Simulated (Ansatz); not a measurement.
Geometry optimisation, Ansatz, DFT r2SCAN-D3(BJ), scalar-relativistic, plane waves, PAW.

input.yaml

```yaml
crystal:
  lattice:
    - [6.495065, 0.0, 0.0]
    - [0.0, 6.495065, 0.0]
    - [0.0, 0.0, 6.495065]
  atoms:
    - { symbol: O, position: [0.8956868, 0.8551122, 0.6078824] }
    - { symbol: H, position: [0.8845802, 0.9669867, 0.5099106] }
    - { symbol: H, position: [0.926865, 0.7361988, 0.5234711] }
    - { symbol: O, position: [0.6519531, 0.387111, 0.3681574] }
    - { symbol: H, position: [0.5479235, 0.4739589, 0.430391] }
    - { symbol: H, position: [0.5742269, 0.2949661, 0.2803754] }
    - { symbol: O, position: [-0.0288159, 0.6824859, 0.9875416] }
    - { symbol: H, position: [-0.0258533, 0.8250899, 1.0310509] }
    - { symbol: H, position: [0.0815685, 0.6729194, 0.8877344] }
    - { symbol: O, position: [0.7374636, 0.1420331, 0.9591349] }
    - { symbol: H, position: [0.7959277, 0.2272704, 0.851644] }
    - { symbol: H, position: [0.6500397, 0.2354637, 1.0357216] }
    - { symbol: O, position: [0.2734751, 0.2497324, 0.7298405] }
    - { symbol: H, position: [0.2156193, 0.2938939, 0.599686] }
    - { symbol: H, position: [0.290465, 0.102467, 0.7136545] }
    - { symbol: O, position: [0.6686614, 0.5300942, 0.8295863] }
    - { symbol: H, position: [0.6127853, 0.6632627, 0.7924147] }
    - { symbol: H, position: [0.7008986, 0.4666439, 0.6985422] }
    - { symbol: O, position: [0.2408165, 0.7440977, 0.400097] }
    - { symbol: H, position: [0.2568386, 0.6674333, 0.2731971] }
    - { symbol: H, position: [0.279107, 0.646593, 0.5062309] }
    - { symbol: O, position: [0.1711806, 0.2235004, 0.2290021] }
    - { symbol: H, position: [0.3110303, 0.256936, 0.189482] }
    - { symbol: H, position: [0.1874972, 0.1341299, 0.3472578] }
    - { symbol: F, position: [0.7360596, 0.8836575, 0.2705061] }
    - { symbol: H, position: [0.6223466, 0.8033779, 0.2344704] }
basis:
  ecutwfc: 500.0
kpoints:
  mp_grid: { grid: [1, 1, 1] }
hamiltonian:
  xc: r2scan
  dispersion: d3bj
scf:
  occupations: { method: fermi_dirac, width: 0.05 }
  lower_state_search: "off"
relax:
  f_tol: 0.3
  max_steps: 15
  adjacent_minimum: "off"
```

Launched with:

```bash
$ ansatz run input.yaml --threads 1 --pin off --max-ram 3072MiB --backend cpu --events-out ev --progress --plain --runs-dir out
```

Q: Where does it end, and by what steps?

A: It did not converge within its limit. Limits of this set-up: coarse k mesh. After 14 steps the energy has fallen by 4.641 eV; H23 moved furthest, 1.63 Å.

```json
{"step": "0", "energy less start (eV)": "0.0000", "largest force component (eV/Å)": "1.662", "accepted": "yes"}
{"step": "1", "energy less start (eV)": "-0.8244", "largest force component (eV/Å)": "1.536", "accepted": "yes"}
{"step": "2", "energy less start (eV)": "-1.4203", "largest force component (eV/Å)": "2.303", "accepted": "yes"}
{"step": "3", "energy less start (eV)": "-2.0242", "largest force component (eV/Å)": "2.277", "accepted": "yes"}
{"step": "4", "energy less start (eV)": "-2.6429", "largest force component (eV/Å)": "1.191", "accepted": "yes"}
{"step": "5", "energy less start (eV)": "-2.9768", "largest force component (eV/Å)": "0.978", "accepted": "yes"}
{"step": "6", "energy less start (eV)": "-3.3089", "largest force component (eV/Å)": "1.273", "accepted": "yes"}
{"step": "7", "energy less start (eV)": "-3.6105", "largest force component (eV/Å)": "1.418", "accepted": "yes"}
{"step": "8", "energy less start (eV)": "-3.8347", "largest force component (eV/Å)": "1.217", "accepted": "yes"}
{"step": "9", "energy less start (eV)": "-3.9804", "largest force component (eV/Å)": "2.231", "accepted": "yes"}
{"step": "10", "energy less start (eV)": "-4.1754", "largest force component (eV/Å)": "1.272", "accepted": "yes"}
{"step": "11", "energy less start (eV)": "-4.3000", "largest force component (eV/Å)": "1.318", "accepted": "yes"}
{"step": "12", "energy less start (eV)": "-4.4154", "largest force component (eV/Å)": "0.847", "accepted": "yes"}
{"step": "13", "energy less start (eV)": "-4.5449", "largest force component (eV/Å)": "0.706", "accepted": "yes"}
{"step": "14", "energy less start (eV)": "-4.6407", "largest force component (eV/Å)": "0.742", "accepted": "yes"}
```

```xyz
26
Lattice="6.4951 0.0000 0.0000 0.0000 6.4951 0.0000 0.0000 0.0000 6.4951" Properties=species:S:1:pos:R:3
O 6.263 4.634 3.858
H 5.663 5.292 3.470
H 5.903 3.786 3.549
O 4.301 2.560 2.910
H 3.584 2.983 2.413
H 4.252 1.616 2.696
O 0.500 5.209 6.684
H -0.177 5.909 6.624
H 0.520 4.832 5.791
O 5.666 1.154 6.143
H 6.218 1.384 5.358
H 4.917 1.794 6.080
O 0.962 1.912 4.222
H 1.069 1.569 3.306
H 1.839 1.814 4.637
O 3.822 3.289 5.557
H 4.415 4.051 5.654
H 3.924 3.071 4.605
O 2.233 4.604 2.292
H 1.712 4.691 1.463
H 1.551 4.566 2.993
O 1.206 1.222 1.589
H 0.408 1.474 1.065
H 1.389 0.314 1.273
F 4.129 6.184 2.591
H 3.348 5.597 2.467
```

Run time: 2.6 min on 1 thread of Intel(R) Xeon(R) 6975P-C (Granite Rapids), with other jobs on the host, peak memory 0.83 GiB.
